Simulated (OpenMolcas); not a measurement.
# Ti3+: ligand-field states by method

Ti3+ with 4 ligands (oxide) in square-planar coordination (D4h) at 1.98 Å. A charge of +1.25 e stands 2.4 Å behind each ligand. Ligand basis ANO-RCC-VDZP.
```
Ti    0.0000    0.0000    0.0000
O     1.9800    0.0000    0.0000
O     0.0000    1.9800    0.0000
O    -1.9800    0.0000    0.0000
O     0.0000   -1.9800    0.0000
```

```yaml
Program: OpenMolcas 26.06
Basis: ANO-RCC-VTZP [6s5p3d2f1g]
Scalar_Hamiltonian: DKH2, point nucleus
Active_space: 1 electron in 5 orbitals (3d)
State_averaging: 2S+1 = 2 even, 5 roots
Spin-orbit_coupling: state interaction with AMFI integrals over the reference wave functions
```

I. CASSCF
II. SS-CASPT2, IPEA 0.25 Eh, imaginary shift 0.1 Eh (closed shells correlated: 3s 3p and the ligand valence shells)
III. SS-CASPT2, IPEA 0.5 Eh, imaginary shift 0.1 Eh (closed shells correlated: 3s 3p and the ligand valence shells)

Spin-free states (labels of D4, the rotations of D4h) in cm-1, each column counted from its own energy of the first state listed:

| State | Degeneracy | I | II | III |
| --- | --- | --- | --- | --- |
| 2A1 | 1 | 0 | 0 | 0 |
| 2E | 2 | 7636 | 9960 | 10050 |
| 2B2 | 1 | 14746 | 16780 | 16850 |
| 2B1 | 1 | 30387 | 32080 | 32360 |

From I to II, I's first state of the same spin (2E) moves from 7636 to 9960 cm-1, by about +2300 cm-1.

χT at 300 K: I 0.39, II 0.38, III 0.38 cm3 K/mol.

Over all roots computed the reference weight is 0.71 in II, 0.71 in III; a low but even weight reflects the number of correlated electrons. The least metal-like active orbital is 83 % on the metal (Löwdin) and no ligand orbital is active, so the numbers are rough. The oxide ions are held by bare point charges, a crude embedding. Ligand-to-metal charge-transfer states are missing. With metal d orbitals alone and no dynamic correlation the field as a rule comes out too small, by tens of per cent, by up to half for chloride and softer ligands (holds for I). The distance lies 3 % over the 1.92 Å that this model takes as the normal distance (a Shannon-type radius plus a fixed donor radius); by an R⁻⁵ law this alone changes a d-shell field by about -14 %. No measured value stands beside these numbers; the geometry was imposed, not optimised, and the real ion may take another.
